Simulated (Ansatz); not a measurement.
Consider the homolysis of the O–Sn bond: `[OH][SnH2][F]` → `[OH]`• + `[F][SnH2]`•.

Program: Ansatz. Geometries: PBE0-D4/def2-TZVP. ΔE: electronic, gas phase. CCSD(T)/CBS is the MP2 limit (def2-TZVPP, def2-QZVPP) plus CCSD(T) − MP2 in def2-TZVPP, frozen cores. This one scheme is used for every species. DFT in def2-TZVPP. B3LYP here is the variant with VWN-RPA as its local correlation; programs differ in this. HSE06 is defined as in plane-wave codes. No spin–orbit coupling; open shells (•) take unrestricted orbitals. def2 core potentials past Kr. For Sn outer-core shells are correlated without core-valence functions, which leaves a few kJ/mol of doubt a bond. One conformer a species, not always the lowest.

```
             level  ΔE (kJ/mol)  difference from CCSD(T)/CBS
       LDA (SPW92)        470.5                         50.4
            PBE-D4        399.1                        -21.0
         revPBE-D4        380.3                        -39.8
           BLYP-D4        383.0                        -37.1
         r2SCAN-D4        385.3                        -34.8
            B97M-V        399.4                        -20.7
          B3LYP-D4        382.3                        -37.8
        r2SCANh-D4        380.3                        -39.8
        r2SCAN0-D4        373.0                        -47.1
          HSE06-D4        387.2                        -32.9
          BHLYP-D4        367.3                        -52.8
      CAM-B3LYP-D4        394.1                        -26.0
           ωB97X-V        405.5                        -14.6
           ωB97M-V        399.7                        -20.4
            B2PLYP        394.5                        -25.6
          PBE-QIDH        400.2                        -19.9
               PBE        395.6                        -24.5
              BLYP        375.4                        -44.7
            r2SCAN        384.5                        -35.6
              PBE0        384.3                        -35.8
             B3LYP        376.5                        -43.6
           r2SCANh        379.3                        -40.8
             HSE06        384.4                        -35.7
             BHLYP        362.5                        -57.6
         CAM-B3LYP        391.0                        -29.1
           LC-ωPBE        397.4                        -22.7
RPA@PBE/def2-TZVPP        373.6                        -46.5
       HF/def2-SVP        250.0                       -170.1
      MP2/def2-SVP        404.1                        -16.0
  CCSD(T)/def2-SVP        374.2                        -45.9
     HF/def2-TZVPP        261.7                       -158.4
    MP2/def2-TZVPP        431.5                         11.4
SCS-MP2/def2-TZVPP        417.9                         -2.2
   CCSD/def2-TZVPP        388.1                        -32.0
CCSD(T)/def2-TZVPP        400.2                        -19.9
     HF/def2-QZVPP        263.4                       -156.7
    MP2/def2-QZVPP        443.5                         23.4
SCS-MP2/def2-QZVPP        430.5                         10.4
     MP2/CBS(def2)        451.4                         31.3
    CCSD/CBS(def2)        408.1                        -12.0
       CCSD(T)/CBS        420.1                            0
```

Largest T1 diagnostic among the species: 0.017.

Leaving LDA and LC-ωPBE aside and taking each functional with its dispersion term where it has one, the values spread over 38.2 kJ/mol, from BHLYP-D4 to ωB97X-V. LDA lies +75.0 kJ/mol from PBE without D4, its usual overbinding. The D4 term adds +5.8 kJ/mol with B3LYP and +3.0 kJ/mol with PBE0; it sums over pairs of atoms, weighted by their polarisabilities, and B3LYP, whose exchange is more repulsive, gets the larger term. From r2SCAN to r2SCAN0 (25 % exact exchange), in def2-TZVPP and without D4, ΔE moves by −12.5 kJ/mol: exact exchange takes away binding that semilocal exchange gives to molecules.
